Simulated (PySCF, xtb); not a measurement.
GaH2, SMILES [GaH2+], charge +1.

Harmonic wavenumbers (cm⁻¹) from GFN2-xTB in xtb at its own minimum, in rising order: 242, 243, 1552, 1657.

Problem. What does PBE-D3(BJ)/def2-TZVPD (PySCF) give at its own minimum? (The exact figures need the calculation; the answer reports its results.)

Solution. 659, 659, 2007, 2111. Paired by order, the mean absolute difference is 436 cm⁻¹ and the zero-point energies are 5.3 and 7.8 kcal/mol.
